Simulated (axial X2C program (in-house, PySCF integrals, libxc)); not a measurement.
Photoelectron levels of RbTe⁻ by EOM-IP-CCSD

Computed with an in-house all-electron X2C program for linear molecules (integrals from PySCF): two-component X2C with atomic mean-field Coulomb and Gaunt terms, Gaussian nuclei, basis Te dyall-acv3z, Rb dyall-acv3z with contracted cores.

R = 3.454 Å (1.090 times 3.169 Å, the PBE0 minimum at charge -1 for the lowest determinant).

Vertical detachment energies of RbTe⁻ to the states of RbTe:

| Ω of RbTe | vertical detachment energy (eV) | above lowest (cm⁻¹) | ionised spinor | one-hole weight |
| --- | --- | --- | --- | --- |
| 1/2 | 0.994 | 0 | 42% Te pπ, 36% Te pσ, 13% Rb sσ | 0.89 |
| 3/2 | 1.001 | 53 | 90% Te pπ | 0.90 |
| 1/2 | 1.810 | 6581 | 48% Te pπ, 42% Te pσ | 0.88 |

This point took 16 s on 1 thread of Arm Neoverse V1, with other jobs on the host.

Reference electrons by ω block (each with its −ω partner): 1/2: 29, 3/2: 13, 5/2: 3. 16 electrons of RbTe⁻ correlated (inner shells frozen), 88 natural virtual spinors (a truncated set); levels can be off by some tenths of an eV. Roots sought by Ω: (1/2: 4, 3/2: 3, 5/2: 1); rows need 60 % one-particle weight and stop where some Ω has no more roots. Missing are any skipped roots, higher Ω and states of a further excitation; these come out far too high here and may in truth be low or lowest. T1 of the reference 0.032 (Lee–Taylor). Number of frozen shells: Te 4 s, 3 p, 2 d; Rb 3 s, 2 p, 1 d. Large amplitudes in the reference (orbital relaxation or multireference character) lower the reliability.
